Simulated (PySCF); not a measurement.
A structure optimised at PBE0-D3(BJ)/def2-SVP, used in a PySCF frequency run:

```xyz
10

O      0.3814    -2.2812     0.0000
C      0.1230    -1.1149     0.0000
C     -1.2585    -0.5286     0.0000
C     -1.3406     0.8110     0.0000
Si     0.4224     1.4264     0.0000
O      1.0749    -0.1460     0.0000
H     -2.0997    -1.2275     0.0000
H     -2.2931     1.3456     0.0000
H      0.8424     2.1625    -1.2215
H      0.8424     2.1625     1.2215
```

Question: Write its SMILES, formula and point group.

Answer: O=C1C=C[SiH2]O1, C3H4O2Si, Cs

Question: What are its rotational constants (standard atomic weights)?

Answer: 6.2669, 2.7677, 1.9647 GHz
